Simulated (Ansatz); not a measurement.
Calculated with Ansatz (gas phase, PBE0-D4/def2-TZVP geometries, no zero-point term in ΔE). CCSD(T)/CBS is the MP2 limit (def2-TZVPP, def2-QZVPP) plus CCSD(T) − MP2 in def2-TZVPP, frozen cores. This one scheme is used for every species. DFT in def2-TZVPP. One conformer a species, not always the lowest.

Consider the redistribution: `S[SiH](S)Cl` + `OCBCl` → `OC[SiH](S)Cl` + `SBCl`.

**Question.** Is it downhill or uphill in electronic energy at CCSD(T)/CBS, and by how much? (Estimate.)

**Answer.** Ansatz gave: Downhill: ΔE = -2.1 kcal/mol.

**Question.** What do these levels give: ωB97X-V, ωB97M-V, PBE, HF/def2-QZVPP, HF/CBS(def2), MP2/CBS(def2)? (An estimate is asked.)

**Answer.** The calculation gave: ωB97X-V -2.2, ωB97M-V -2.0, PBE -2.0, HF/def2-QZVPP -1.4, HF/CBS(def2) -1.3, MP2/CBS(def2) -1.9 kcal/mol.

Largest T1 diagnostic among the species: 0.013.

In def2-TZVPP, CCSD(T) changes the Hartree–Fock value by −1.6 kcal/mol (the triples alone add −0.3 kcal/mol) and MP2 by −1.4 kcal/mol.
